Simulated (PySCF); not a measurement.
PySCF input for Cl2GeH, SMILES [Cl][GeH][Cl], multiplicity 2, B3LYP-D3(BJ)/def2-TZVP. Coordinates come from a B3LYP-D3(BJ)/def2-TZVP optimisation. The isomer is the one that the SMILES or the coordinates give; other isomers of the formula were not compared.

```python
import numpy as np
from pyscf import gto, scf, dft, df
from pyscf.hessian import thermo

mol = gto.M(
    atom='''
    Cl    0.02466648    0.64072086    1.76017655
    Ge   -0.06485875   -0.63394503    0.00000000
    Cl    0.02466648    0.64072086   -1.76017655
    H     1.23681962   -1.49826812    0.00000000
    ''',
    basis='def2-TZVP',
    charge=0,
    spin=1,
    max_memory=1600,
    verbose=3,
)
mf = dft.UKS(mol, xc='b3lyp').density_fit(auxbasis='def2-universal-jkfit')
mf.disp = 'd3bj'
mf.grids.level = 3
mf.conv_tol = 1e-11
mf.max_cycle = 100
mf.kernel()
fine, coarse = mf.grids, dft.Grids(mol).set(level=1).build(with_non0tab=True)
for _ in range(3):  # follow internal instabilities
    mf.grids = coarse
    mo, _, stable, _ = mf.stability(return_status=True, nroots=4)
    mf.grids = fine
    if stable:
        break
    mf.kernel(mf.make_rdm1(mo, mf.mo_occ))

# [left out here: the lines that compute and print the analytic Hessian (its translational invariance restored by hand, since the grid's response is missing), thermochemistry and intensities]
```

Log of the run:

```

WARN: HOMO -0.191036884183429 >= LUMO -0.191036884183429

converged SCF energy = -2998.16388086872  <S^2> = 0.75288794  2S+1 = 2.0028859
<class 'pyscf.df.df_jk.DFUKS'> wavefunction is stable in the internal stability analysis

WARN: DFTD3 does not support analytical Hessian, using finite difference


WARN: Mole.unit (angstrom) is changed to Bohr

Mode                                 0                   1                   2
Irrep
Freq [cm^-1]                      136.6349            391.8625            406.3482
Reduced mass [au]                  35.8537             38.6280             40.4023
Force const [Dyne/A]                0.3944              3.4948              3.9306
Char temp [K]                     196.5872            563.8028            584.6446
Normal mode                   x     y     z       x     y     z       x     y     z
       0  Cl                 0.00  0.06 -0.09   -0.00 -0.06 -0.08    0.00  0.05  0.08
       1  Ge                -0.00 -0.06 -0.00    0.01  0.06 -0.00   -0.00 -0.00 -0.07
       2  Cl                 0.00  0.06  0.09   -0.00 -0.06  0.08   -0.00 -0.05  0.08
       3   H                -0.00 -0.05  0.00   -0.04  0.00 -0.00    0.00  0.00 -0.05
Mode                                 3                   4                   5
Irrep
Freq [cm^-1]                      569.9381            632.5559           1966.5101
Reduced mass [au]                   1.0769              1.0326              1.0222
Force const [Dyne/A]                0.2061              0.2434              2.3290
Char temp [K]                     820.0141            910.1071           2829.3702
Normal mode                   x     y     z       x     y     z       x     y     z
       0  Cl                 0.02 -0.01 -0.01    0.01 -0.01 -0.00   -0.00 -0.00 -0.00
       1  Ge                -0.02 -0.01  0.00   -0.00  0.00 -0.01   -0.01  0.01 -0.00
       2  Cl                 0.02 -0.01  0.01   -0.01  0.01 -0.00   -0.00 -0.00  0.00
       3   H                 0.52  0.81 -0.00    0.00  0.00  0.98    0.82 -0.55 -0.00
temperature 298.1500 [K]
pressure 101325.00 [Pa]
Rotational constants [GHz] 8.09943 2.28213 1.80316
Symmetry number 1
Zero-point energy (ZPE) 0.00935 [Eh]   24546.472 [J/mol]
                           tot       elec      trans        rot        vib
Entropy [J/mol/K]       311.913      5.763    170.774    111.585     23.790
Cv [J/mol/K]             53.956      0.000     12.472     12.472     29.013
Cp [J/mol/K]             62.270      0.000     20.786     12.472     29.013
Internal energy [J/mol]                      3718.434   3718.434  28769.116
Internal energy [Eh]   -2998.15009  -2998.16388
Enthalpy [J/mol]                             6197.391   3718.434  28769.116
Enthalpy [Eh]          -2998.14915
Gibbs free energy [J/mol]                  -44718.967 -29550.659  21676.085
Gibbs free energy [Eh] -2998.18457
mode   freq/cm-1   IR/(km/mol)
   1      136.63         2.446
   2      391.86        27.501
   3      406.35        92.366
   4      569.94        10.951
   5      632.56        31.166
   6     1966.51        78.048
max |gradient| / (hartree/bohr): 6.464489889158554e-05
APT charges: [-0.5061  1.1821 -0.5061 -0.17  ]
```

The calculation finished and met its thresholds.
